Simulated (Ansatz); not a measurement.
`F[B]([AlH2])[SiH3]` + H₂ → `F[BH][AlH2]` + SiH₄ at 700 K and 1 bar (hydrogenolysis of a B–Si bond).

Program: Ansatz. Geometries: PBE0-D4/def2-TZVP. ΔE: electronic, gas phase. CBS: MP2 limit from def2 TZ/QZ plus the TZ coupled-cluster correction, frozen cores. This one scheme is used for every species.

```tsv
species	CCSD(T)/CBS energy (Eh)	H − E (kJ/mol)	S (J/(mol·K))
`F[B]([AlH2])[SiH3]`	-658.67346	193.2	484.6
H₂	-1.17544	46.8	155.3
`F[BH][AlH2]`	-368.40257	123.8	369.3
SiH₄	-291.46306	115.5	252.9
```

H − E and S are ideal-gas, rigid-rotor, harmonic terms from PBE0-D4/def2-TZVP, for one conformer and one mirror image of each species. The MP2-based limit puts H₂ 0.8 mEh under its directly extrapolated value; such offsets cancel only in part. 1 Eh = 2625.50 kJ/mol, R = 8.31446 J/(mol·K).

Problem. By hand: ΔE, ΔH, ΔS and ΔG.

Solution. ΔE = (-368.40257) + (-291.46306) − (-658.67346) − (-1.17544) = -0.01673 Eh = -43.9 kJ/mol. Δ(H − E) = 123.8 + 115.5 − 193.2 − 46.8 = -0.7, so ΔH = -44.6 kJ/mol. ΔS = 369.3 + 252.9 − 484.6 − 155.3 = -17.7 J/(mol·K). ΔG = -44.6 − 700 × (-17.7)/1000 = -32.2 kJ/mol.

Problem. By hand: the equilibrium constant, and the temperature at which ΔG would vanish if ΔH and ΔS stayed fixed.

Solution. log₁₀ K = −ΔG/(RT ln 10) = 2.4. ΔG = 0 at ΔH/ΔS = 2520 K, far beyond where these terms or the molecules hold.

ΔH outweighs TΔS. A doubt of 5 kJ/mol in ΔE shifts log₁₀ K by 0.4 here. Other conformers and mirror images would add mixing entropy, several J/(mol·K) or more a flexible species. Modes under 60 cm⁻¹, often nearly free rotors, make the harmonic entropy too high. These are equilibria of isolated gas molecules and say nothing of rates. Largest T1 diagnostic: 0.015 (customary marks: 0.02 for closed shells, 0.045 for open ones).
